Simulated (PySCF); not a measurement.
**Question.** Give a PBE0-D3(BJ)/def2-SVP geometry of `N#Cc1cc2ccccn2c1`.

**Answer.** 
```
atom  x, y, z in Å
N1     4.497   -0.473    0.283
C2     3.347   -0.328    0.248
C3     1.938   -0.143    0.205
C4     1.256    1.077   -0.025
C5    -0.103    0.792    0.021
C6    -1.283    1.564   -0.129
C7    -2.510    0.969   -0.025
C8    -2.600   -0.432    0.233
C9    -1.472   -1.179    0.377
N10   -0.238   -0.585    0.274
C11    0.994   -1.152    0.386
H12    1.706    2.050   -0.202
H13   -1.180    2.632   -0.325
H14   -3.422    1.557   -0.139
H15   -3.571   -0.921    0.318
H16   -1.473   -2.252    0.575
H17    1.124   -2.212    0.583
```

Any rigid rotation of these coordinates is as good. Atoms count from 1 in this order. The 5-membered ring C3–C4–C5–N10–C11 has internal angles of 106.8° to 109.6° (sum 540°, against 540° for a flat polygon); it is planar, 0.00 Å rms from its mean plane, widest ring torsion 0°. N10 (pyrrole-type nitrogen) is planar (angles 128.8°, 121.6° and 109.6°, sum 360.0°, 0.00 Å off the plane of its three neighbours). The C–C distances run from 1.361 Å (C8–C9, aromatic) to 1.427 Å (C7–C8, aromatic), a spread of 0.066 Å. The C–N distances run from 1.160 Å (N1≡C2, drawn triple) to 1.407 Å (C5–N10, aromatic), a spread of 0.247 Å.

Bonds between heavy atoms (Å): N1≡C2 1.160, C2–C3 1.422, C3–C4 1.416, C4–C5 1.389, C5–C6 1.418, C6–C7 1.368, C7–C8 1.427, C8–C9 1.361, C9–N10 1.374, N10–C11 1.361, C3–C11 1.393, C5–N10 1.407.

Method: PBE0-D3(BJ)/def2-SVP geometry optimisation, gas phase in PySCF.

Point group: Cs (tolerance 0.08 Å). No PBE0-D3(BJ)/def2-SVP frequencies stand behind this structure, so it isn't proved a minimum.
